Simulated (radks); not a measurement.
Task: Ho III, 65 electrons, occupied as [Xe] 4f11. Calculated with a radial shooting solver on a logarithmic mesh with Libxc functionals: Dirac Kohn-Sham, PBEsol, spin-unpolarised, spherical densities, finite nucleus; open shells fill j = l - 1/2 first; Fermi nuclear charge, rms radius 5.2022 fm. Some entries of the table are withheld. Estimate them.

| orbital | occ. | eigenvalue (hartree) | <r^2> (bohr^2) | r(max) (bohr) |
|---|---|---|---|---|
| 1s1/2 | 2 | -2036.478 | 0.0005886 | 0.01312 |
| 2s1/2 | 2 | -340.8939 | 0.009116 | 0.07482 |
| 2p1/2 | 2 | -324.5515 | 0.006584 | 0.05625 |
| 2p3/2 | 4 | -293.0795 | 0.007806 | 0.06237 |
| 3s1/2 | 2 | -76.51893 | 0.06034 | 0.2116 |
| 3p1/2 | 2 | (1) | 0.05591 | 0.1990 |
| 3p3/2 | 4 | (2) | 0.06281 | 0.2118 |
| 3d3/2 | 4 | -50.47729 | (3) | 0.1674 |
| 3d5/2 | 6 | -49.04067 | (4) | 0.1710 |
| 4s1/2 | 2 | -15.51455 | 0.3044 | 0.4843 |
| 4p1/2 | 2 | -12.67010 | (5) | 0.4869 |
| 4p3/2 | 4 | -11.19413 | (6) | 0.5143 |
| 4d3/2 | 4 | -6.50687 | 0.4052 | 0.5182 |
| 4d5/2 | 6 | -6.23918 | 0.4205 | 0.5271 |
| 5s1/2 | 2 | -2.37246 | 1.836 | (7) |
| 5p1/2 | 2 | -1.60523 | 2.349 | 1.241 |
| 5p3/2 | 4 | -1.41890 | 2.704 | 1.327 |
| 4f5/2 | 6 | -0.65220 | 0.9436 | 0.5211 |
| 4f7/2 | 5 | -0.61622 | 0.9930 | 0.5266 |

Result: 
(1) 3p1/2 eigenvalue (hartree): -69.35612
(2) 3p3/2 eigenvalue (hartree): -62.78369
(3) 3d3/2 <r^2> (bohr^2): 0.04963
(4) 3d5/2 <r^2> (bohr^2): 0.05154
(5) 4p1/2 <r^2> (bohr^2): 0.3185
(6) 4p3/2 <r^2> (bohr^2): 0.3569
(7) 5s1/2 r(max) (bohr): 1.136
